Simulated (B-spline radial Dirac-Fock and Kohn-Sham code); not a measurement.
Model: Dirac-Fock densities. Program: a radial atomic solver.

Q: This computed X-ray form factor belongs to an atom or ion in its tabulated ground configuration. Which?

| sin θ/λ (Å⁻¹) | f₀ |
| --- | --- |
| 0.08 | 46.627 |
| 0.14 | 45.873 |
| 0.21 | 44.528 |
| 0.4 | 39.017 |
| 0.6 | 32.077 |
| 1.36 | 16.759 |
| 2.04 | 11.733 |
| 3.07 | 6.605 |
| 4.63 | 4.291 |

A: Tb¹⁸⁺, with 47 electrons in [Kr] 4d10 4f1. f₀ tends to the number of electrons as s goes to zero, which the first rows give only roughly, and the rate of fall reflects the nuclear charge, 65.
